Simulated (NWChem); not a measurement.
GeNH4Br; SMILES [NH2][GeH2][Br]

```xyz
7

Ge     0.3837     0.9169     0.0524
N     -1.1043     1.9899     0.1660
Br    -0.0894    -1.3738    -0.3388
H      1.2204     1.3828    -1.1528
H      1.1161     0.9676     1.4055
H     -1.7196     1.7516     0.9399
H     -1.6536     2.0159    -0.6896
```
Atoms are numbered in this order, from 1.

Coordinates come from a B3LYP/6-31G* (spherical d) optimisation.

Spin-orbit effects, on the heavy nuclei and on their neighbours, are missing.

Task: Give the principal values of the shielding tensors (ppm) of Ge1, N2, Br3 from PBE/pcSseg-1, GIAO (NWChem), with their diamagnetic and paramagnetic parts as GIAO splits them.

Result: 
```json
[
 {"atom": "Ge1", "σ11": "1057.3", "σ22": "1341.9", "σ33": "1376.0", "isotropic": "1258.4", "diamagnetic": "2757.4", "paramagnetic": "-1499.0"},
 {"atom": "N2", "σ11": "192.6", "σ22": "218.4", "σ33": "236.1", "isotropic": "215.7", "diamagnetic": "317.7", "paramagnetic": "-101.9"},
 {"atom": "Br3", "σ11": "2012.8", "σ22": "2433.6", "σ33": "2846.7", "isotropic": "2431.0", "diamagnetic": "3123.7", "paramagnetic": "-692.7"}
]
```
